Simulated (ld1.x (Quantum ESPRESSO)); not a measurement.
Varying the RRKJ potential for Ce

Base potential:

ld1.x (Quantum ESPRESSO) 7.5 input, shortened:

```
&input
   title='Ce', zed=58., rel=2, dft='PZ', iswitch=3,
   config='[Xe] 4f1 5d1 6s2 6p0', rel_dist='average'
 /
 &inputp
   pseudotype=2, tm=.false., lloc=0,
   nlcc=.true., rcore=2.10
 /
3
5P  2  1   6.00   0.00  2.40  2.40  0.0
5D  3  2   1.00   0.00  2.90  2.90  0.0
5S  1  0   2.00   0.00  2.50  2.50  0.0
 &test
   configts(1)='5s2 5p6 5d1 6s2 6p0'
 /
```

Open shells are filled in proportion to 2j + 1 (rel_dist='average').

Occupied shells without a wave of their own: 6s. They enter only through the test configuration that unscreens the potential, and ld1.x also counts them in the model core charge.

All-electron outer shells of the reference configuration (LDA (PZ), scalar-relativistic, ld1.x):

```tsv
shell	level (eV)	outermost node (bohr)	outermost maximum (bohr)
4d	-110.44	0.31	0.66
5s	-40.72	0.75	1.37
5p	-23.30	0.81	1.53
4f	-5.61	–	0.71
6s	-3.89	1.81	3.68
5d	-3.18	0.92	2.18
6p	-1.41	2.15	4.90
```

Cutoffs, loose and tight: the cutoffs (Ry, on a coarse ladder) from which the occupation-weighted sum of valence levels, in a spherical-Bessel basis at the reference potential, stays within 10 and 1 mRy of its value at 400 Ry. They do not see the model core or the augmentation charge, which bear on the density cutoff. Test errors are all-electron minus pseudo excitation energies from the reference, over the configurations 5s2 5p6 5d1 6s1 6p0; 5s2 5p6 5d1 6s0 6p0; 5s2 5p6 5d0 6s0 6p0; 5s2 5p6 5d1 6s1 6p1; 5s2 5p6 5d2 6s1 6p0; 5s2 5p6 5d1.5 6s1.5 6p0; 5s2 5p6 5d0 6s2 6p0. A dash means not determined; rows that change the core or the reference have their own tests. The largest error is taken over the tests solved by every variant that gives reliable tests at all: 5s2 5p6 5d0 6s0 6p0; 5s2 5p6 5d1 6s0 6p0; 5s2 5p6 5d1 6s1 6p0; 5s2 5p6 5d1.5 6s1.5 6p0.

With those shells counted twice in exchange and correlation these files are broken, and their errors move erratically; no question is asked of them.

```csv
change,outcome,"cutoff, loose","cutoff, tight",bound ghosts,largest test error (meV)
base,"generated, misses its reference levels by 1.20 eV",25 Ry,35 Ry,none,-6729
wave 5d (bound): rc 2.90 bohr becomes 5d (bound): rc 2.04 bohr,"generated, misses its reference levels by 1.20 eV",25 Ry,40 Ry,none,-6734
wave 5d (bound): rc 2.90 bohr becomes 5d (bound): rc 2.30 bohr,"generated, misses its reference levels by 1.20 eV",25 Ry,35 Ry,none,-6732
wave 5d (bound): rc 2.90 bohr becomes 5d (bound): rc 2.84 bohr,"generated, misses its reference levels by 1.20 eV",25 Ry,35 Ry,none,-6730
wave 5d (bound): rc 2.90 bohr becomes 5d (bound): rc 3.22 bohr,"generated, misses its reference levels by 1.20 eV",25 Ry,35 Ry,none,-6719
wave 5d (bound): rc 2.90 bohr becomes 5d (bound): rc 3.50 bohr,"generated, misses its reference levels by 1.20 eV",25 Ry,35 Ry,none,-6692
wave 5d (bound): rc 2.90 bohr becomes 5d (bound): rc 3.90 bohr,"generated, misses its reference levels by 1.19 eV",25 Ry,35 Ry,none,-6631
wave 5d (bound): rc 2.90 bohr becomes 5d (bound): rc 4.28 bohr,"generated, misses its reference levels by 1.19 eV",25 Ry,35 Ry,none,-6518
```

Reading the sweep of the d radius (base included, trends over the rows without a ghost): The loose cutoff stays near 25 Ry.
